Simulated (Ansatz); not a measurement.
OSi, charge +1, doublet, at a GFN2-xTB geometry (a state made from the parent by changing its charge; the spin is typed, not shown lowest), atoms displaced at random by about 0.02 Å a coordinate. Base run: B3LYP/6-31G in Ansatz (an electronic-structure program).

Ansatz was given this input:
Ansatz 0.2 input:
```yaml
crystal:
  periodic: [false, false, false]
  atoms:
    - {symbol: Si, position_ang: [-0.00749995, -0.02113034, -0.54770421]}
    - {symbol: O, position_ang: [0.00356681, 0.00600567, 0.91874758]}
basis:
  gaussian:
    orbitals: 6-31G
hamiltonian:
  xc: b3lyp
total_charge: 1
magnetization: {spin_polarized: true, initial_magnetization: 1}
relax: {}
```

The base run was repeated with changes; each row names its change, and settings that it needs were set with it.

| change | ΔE vs base (kcal/mol) | optimiser steps |
|---|---|---|
| base | 0.000 | 6 |
| relax = f_tol: 0.0005 | 0.000 | 6 |
| relax = f_tol: 0.1 | 0.000 | 4 |
| relax = max_displacement: 0.02 | 0.000 | 7 |
| relax = f_tol: 0.002 | 0.000 | 6 |
| relax = escape_saddle: false | 0.000 | 6 |
| relax = f_tol: 0.05 | 0.000 | 4 |
